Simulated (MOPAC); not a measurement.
Input for MOPAC: PM3 on MgAl, 2S+1 = 2, a spin state set in the input, which need not be the lowest, a point of a bond scan (R = 2.824 Å).

```
PM3 1SCF PRECISE CHARGE=0 UHF MS=0.5 THREADS=1
AlMg

Mg     0.00000000 1     0.00000000 1     0.00000000 1
Al     0.00000000 1     0.00000000 1     2.82427700 1
```

Output:

```
*******************************************************************************
 **                                                                           **
 **                              MOPAC v23.2.5                                **
 **                                                                           **
 *******************************************************************************
 ** MOPAC's Digital Object Identifier: https://doi.org/10.5281/zenodo.6511958 **
 **                                                                           **
 ** Please cite the open-source release paper for use of this MOPAC version:  **
 ** J. E. Moussa and J. J. P. Stewart (2026)                                  **
 ** MOPAC: An open-source semiempirical molecular orbital program             **
 ** J. Open Source Softw., 11(119), 8025, https://doi.org/10.21105/joss.08025 **
 *******************************************************************************

                              PM3 CALCULATION RESULTS

 *******************************************************************************
 *  PM3        - The PM3 Hamiltonian to be used
 *  UHF        - UNRESTRICTED HARTREE-FOCK CALCULATION
 *
 *
 *
 *                 CHARGE ON SYSTEM = 0
 *
 *
 *
 *  MS=        - IN MECI, MAGNETIC COMPONENT OF SPIN =  0.5
 *  PRECISE    - TIGHTER CRITERIA TO BE USED
 *  1SCF       - DO 1 SCF AND THEN STOP
 *  THREADS=1  - MULTI-THREADING NOT USED
 *  T=         - A TIME OF 172800.0 SECONDS REQUESTED
 *  DUMP=N     - RESTART FILE WRITTEN EVERY 7200.0 SECONDS REQUESTED
 *******************************************************************************
PM3 1SCF PRECISE CHARGE=0 UHF MS=0.5 THREADS=1
 AlMg

   ATOM   CHEMICAL          X               Y               Z
  NUMBER   SYMBOL      (ANGSTROMS)     (ANGSTROMS)     (ANGSTROMS)

     1      Mg          0.00000000  *   0.00000000  *   0.00000000  *
     2      Al          0.00000000  *   0.00000000  *   2.82427700  *



          CARTESIAN COORDINATES

    NO.       ATOM           X           Y           Z

     1        Mg          0.0000      0.0000      0.0000
     2        Al          0.0000      0.0000      2.8243

 Mg: (PM3): J. J. P. STEWART, J. COMP. CHEM. 12, 320-341 (1991).
 Al: (PM3): J. J. P. STEWART, J. COMP. CHEM. 10, 209 (1989).

           Empirical Formula: Mg Al  =     2 atoms



      MOLECULAR POINT GROUP   :   C*v


          UHF CALCULATION, NO. OF ALPHA ELECTRONS =    3
                           NO. OF BETA  ELECTRONS =    2

 -------------------------------------------------------------------------------
 PM3 1SCF PRECISE CHARGE=0 UHF MS=0.5 THREADS=1
 AlMg



     1SCF WAS SPECIFIED, SO BFGS WAS NOT USED
     SCF FIELD WAS ACHIEVED


                              PM3 CALCULATION
                                                       MOPAC v23.2.5 Linux




          FINAL HEAT OF FORMATION =         72.25612 KCAL/MOL =     302.31960 KJ/MOL


          COSMO AREA              =        100.73 SQUARE ANGSTROMS
          COSMO VOLUME            =         86.91 CUBIC ANGSTROMS

          IONIZATION POTENTIAL    =          8.769194 EV
          ALPHA SOMO LUMO (EV)    =         -8.992 -3.418
          BETA  SOMO LUMO (EV)    =         -8.769 -3.325
          NO. OF ALPHA ELECTRONS  =          3
          NO. OF BETA  ELECTRONS  =          2
          MOLECULAR WEIGHT        =         51.2865         POINT GROUP:  C*v

          MOLECULAR DIMENSIONS (Angstroms)

            Atom       Atom       Distance
           Al     2   Mg     1     2.82428
           Al     2   Mg     1     0.00000
           Mg     1   Al     2     0.00000


          SCF CALCULATIONS        =          1





   ATOM   CHEMICAL          X               Y               Z
  NUMBER   SYMBOL      (ANGSTROMS)     (ANGSTROMS)     (ANGSTROMS)

     1      Mg          0.00000000  *   0.00000000  *   0.00000000  *
     2      Al          0.00000000  *   0.00000000  *   2.82427700  *

                             CARTESIAN COORDINATES

   1   Mg        0.000000000     0.000000000     0.000000000
   2   Al        0.000000000     0.000000000     2.824277000


           Empirical Formula: Mg Al  =     2 atoms



      MOLECULAR POINT GROUP   :   C*v


          ALPHA EIGENVALUES
  -9.38759  -9.21870  -8.99217  -3.41843  -2.31081  -2.26524  -2.24712   3.76765


           BETA EIGENVALUES
  -9.59268  -8.76919  -3.32487  -2.80995  -2.47450  -2.44251  -2.27962   9.19327


              NET ATOMIC CHARGES AND DIPOLE CONTRIBUTIONS

  ATOM NO.   TYPE          CHARGE      No. of ELECS.   s-Pop       p-Pop
    1         Mg           0.422407        1.5776     1.25648     0.32111
    2         Al          -0.422407        3.4224     0.01758     3.40483
 DIPOLE           X         Y         Z       TOTAL
 POINT-CHG.     0.000     0.000    -5.730     5.730
 HYBRID        -0.000     0.000     1.049     1.049
 SUM           -0.000     0.000    -4.681     4.681


          ATOMIC ORBITAL ELECTRON POPULATIONS

     Atom    s        px        py        pz
    1 Mg   1.25648   0.00546   0.00278   0.31288
    2 Al   0.01758   1.99454   0.99722   0.41306


                    (SZ)    =    0.500000
                    (S**2)  =    1.482587


          ATOMIC ORBITAL SPIN POPULATIONS

    Atom   Total    s     px     py     pz
         Atomic
    1 Mg -0.3959 -0.414  0.001  0.003  0.014
    2 Al  1.3959  0.016 -0.001  0.997  0.383

 **********************
 *                    *
 * JOB ENDED NORMALLY *
 *                    *
 **********************




 == MOPAC DONE ==
```

The run finished. Its determinant has ⟨S²⟩ = 1.48, a mixture of spin states.

Cost: roughly 0.020 core-seconds.
